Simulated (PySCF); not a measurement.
Which determinant of BBr⁺ lies lowest?

Unrestricted PBE0; B 6-31G(d,p), Br 6-31G(d,p); no relativity (PySCF 2.14). Outer shells of the fragments: B+ 2s2; Br 3d10 4s2 4p5.

Followed along the bond (rough minima from three points):

```csv
2Ms+1,unpaired,⟨S²⟩ at the start,R at minimum (Å),Te (eV)
2,σ ↑,0.76,1.76,0.00
4,"σ ↑, π ↑↑",3.75,2.02,4.31
```

Solutions found at the starting distance of 2.030 Å, counted from the lowest of them; the search is not exhaustive and high or unbound solutions are not listed, so other states can lie among these:

```csv
2Ms+1,unpaired,term,E (eV),⟨S²⟩,⟨Lz²⟩,μ (D)
2,σ ↑,²Σ⁺,0.00,0.76,0.00,-4.89
2,π ↑,²Π,1.85,0.75,1.01,-1.65
4,"σ ↑, π ↑↑",mixed,3.51,3.75,2.01,-1.99
4,"σ ↑, π ↑↑",mixed,3.73,3.75,2.00,-2.09
2,"σ ↑, π ↑↓",mixed,3.85,1.75,2.01,-2.11
4,"σ ↑↑, π ↑",⁴Π,6.63,3.76,1.00,-2.76
4,"σ ↑↑, π ↑",⁴Π,6.91,3.75,1.01,-4.01
4,σ ↑↑↑,⁴Σ⁺,9.83,3.79,0.00,-4.59
```

A term symbol is given only where ⟨S²⟩ and ⟨Lz²⟩ are close to those of a pure state; real π, δ and φ orbitals otherwise mix terms. A positive dipole points towards Br; it is taken about the centre of mass and depends on that origin.

**Question.** Compare the gap between the two lowest followed solutions at the starting distance with the gap between their minima.

**Answer.** At PBE0 the second solution (quartet, unpaired electrons σ ↑, π ↑↑) lies +3.51 eV from the first (doublet, unpaired electrons σ ↑) at 2.030 Å and +4.31 eV at the minima; the two curves relax by different amounts, since their minima lie near 2.02 and 1.76 Å.

Spin–orbit coupling is left out. Counting both spins, an empty level lies below a filled one in some of these solutions, because spin and occupation are held.
